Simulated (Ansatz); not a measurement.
Isolated molecules relaxed with PBE0-D4/def2-TZVP in Ansatz; ΔE leaves out vibrations. CCSD(T)/CBS is the MP2 limit (def2-TZVPP, def2-QZVPP) plus CCSD(T) − MP2 in def2-TZVPP, frozen cores. DFT in def2-TZVPP. Open shells (•) are unrestricted, without spin–orbit coupling. Spin–orbit coupling would lower the free atoms: clearly for Br. For As, Br outer-core shells are correlated without core-valence functions, so the limit isn't a true one: a few kJ/mol of doubt a bond, and 10 to 20 or more in all where bonds break to atoms. Scalar relativity is left out up to krypton.

`Br[As](Br)Br` → As• + 3 Br•  (atomization)

`Br[As](Br)Br`:

```xyz
4

Br    0.134    0.524   -2.013
As    0.778   -0.211    0.107
Br   -0.848   -1.840    0.488
Br   -0.064    1.527    1.418
```

```
       species  revPBE-D4 energy (Eh)
`Br[As](Br)Br`            -9957.62255
           As•            -2235.63370
           Br•            -2573.89023
```

Question: Work out ΔE.

Answer: ΔE = 3 × (-2573.89023) + (-2235.63370) − (-9957.62255) = 0.31816 Eh = +835.3 kJ/mol. CCSD(T)/CBS gives +811.0 kJ/mol.

Largest T1 diagnostic among the species: 0.009.

From PBE to PBE0 (25 % exact exchange), in def2-TZVPP and without D4, ΔE moves by −50.1 kJ/mol: exact exchange takes away binding that semilocal exchange gives to molecules. At CCSD(T), def2-SVP lies −162.9 kJ/mol from the extrapolated value and def2-TZVPP −63.6 kJ/mol: correlation converges slowly with the basis, and small sets miss more of it in the bonded molecule than in its fragments. Leaving LDA and LC-ωPBE aside and taking each functional with its dispersion term where it has one, the values, not all of them listed here, spread over 128.4 kJ/mol, from BHLYP-D4 to PBE-D4. LDA lies +184.3 kJ/mol from PBE without D4, its usual overbinding.

For atomizations the MP2-based limit and the directly extrapolated one differ by several kJ/mol either way, and by 10 to 25 for some Ge, Se and Sn compounds, so smaller differences from it don't rank the levels.
